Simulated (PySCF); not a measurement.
## C₆ coefficients of unlike pairs at B97-3

Calculated with PySCF 2.14 from the dipole response of each species, C₆(A,B) = (3/π) ∫ α_A(iu) α_B(iu) du, in atomic units, from isotropic polarisabilities. For ions this is the dispersion term alone; charge-induced terms of lower order in 1/R come first.

```tsv
species	configuration	basis	relativity	α (bohr³)	C₆ (like pair)
O⁺	[He] 2s2 2p3 (4S)	dyall-av3z (15s9p3d2f)	spin-free X2C	2.565	4.987
Xe²⁺	[Kr] 4d10 5s2 5p4 (3P)	aug-cc-pVQZ-PP with ECP28MDF (7s7p5d3f2g)	core potential	12.80	90.01
C³⁺	[He] 2s1 (2S)	dyall-av2z (11s7p2d)	none	3.153	2.497
Ti²⁺	[Ar] 3d2 (3F)	aug-cc-pVTZ with one added diffuse shell each of s, p, d, f, g type (9s8p6d4f3g)	none	4.737	14.26
```

(1) Estimate C₆ for Xe²⁺ with O⁺.

No spin-orbit coupling is included.

The other pairs:

| pair | C₆ |
| --- | --- |
| Ti²⁺, O⁺ | 8.423 |
| C³⁺, Xe²⁺ | 14.08 |
| Ti²⁺, Xe²⁺ | 35.35 |
| C³⁺, O⁺ | 3.101 |
| Ti²⁺, C³⁺ | 5.336 |

## Answers

(1) The integral gives 20.87. The combination rule 2 C_A C_B / (C_A α_B/α_A + C_B α_A/α_B) gives 20.92 and the geometric mean 21.19.
